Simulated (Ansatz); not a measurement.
Two isomers of C4H6F4: A = `FC(F)CCC(F)F`, B = `FCCC(F)(F)CF`.

Isolated molecules relaxed with PBE0-D4/def2-TZVP in Ansatz; ΔE leaves out vibrations. CBS: MP2 limit from def2 TZ/QZ plus the TZ coupled-cluster correction, frozen cores. Functionals use def2-TZVPP. One conformer a species, not always the lowest.

A:

```xyz
14

F     2.082   -1.037    0.506
C     0.981   -0.691    1.227
F     1.144    0.614    1.587
C    -0.268   -0.878    0.410
C    -0.288   -0.123   -0.912
C    -0.550    1.356   -0.785
F    -0.644    1.899   -2.028
F    -1.745    1.566   -0.166
H     0.984   -1.287    2.145
H    -1.124   -0.597    1.029
H    -0.356   -1.950    0.215
H     0.655   -0.257   -1.447
H    -1.082   -0.524   -1.548
H     0.212    1.909   -0.232
```

B:

Z-matrix (Å, degrees):
```
C
C 1 1.514
F 1 1.384 2 108.0
H 1 1.092 2 111.2 3 118.4
H 1 1.091 2 112.5 3 -118.9
C 2 1.510 1 115.2 3 -170.7
H 2 1.093 1 108.5 3 -51.6
H 2 1.093 1 110.3 3 66.1
F 6 1.365 2 108.5 1 174.6
F 6 1.361 2 109.5 1 58.5
C 6 1.517 2 117.7 1 -66.0
F 11 1.373 6 110.5 2 60.9
H 11 1.093 6 108.5 2 -179.6
H 11 1.093 6 109.6 2 -59.4
```

Question: Which is lower in electronic energy at CCSD(T)/CBS, and by how much? (Best estimate.)

Answer: The calculation gave: A, by 9.7 kcal/mol.

Question: Give E(B) − E(A) in kcal/mol with ωB97M-V, BLYP-D4, B2PLYP, CCSD(T)/def2-SVP, r2SCAN-D4, LDA (SPW92), PBE-D4. (Best estimate.)

Answer: The calculation gave: ωB97M-V 9.8, BLYP-D4 9.2, B2PLYP 9.9, CCSD(T)/def2-SVP 11.1, r2SCAN-D4 10.0, LDA (SPW92) 11.0, PBE-D4 10.2. None reverses the order clearly.

Question: Does the order hold for the free energy at 298.15 K (harmonic terms from PBE0-D4)? (Estimate.)

Answer: Ansatz gave: Yes: G(B) − G(A) = +9.3 kcal/mol, for one conformer each. Modes under 60 cm⁻¹, often nearly free rotors, make the harmonic entropy too high.

Largest T1 diagnostic: 0.011.

At CCSD(T), def2-SVP lies +1.4 kcal/mol from the extrapolated value and def2-TZVPP +0.4 kcal/mol. Leaving LDA and LC-ωPBE aside and taking each functional with its dispersion term where it has one, the values, not all of them listed here, spread over 1.5 kcal/mol, from BLYP-D4 to PBE-QIDH. LDA lies +0.8 kcal/mol from PBE without D4.
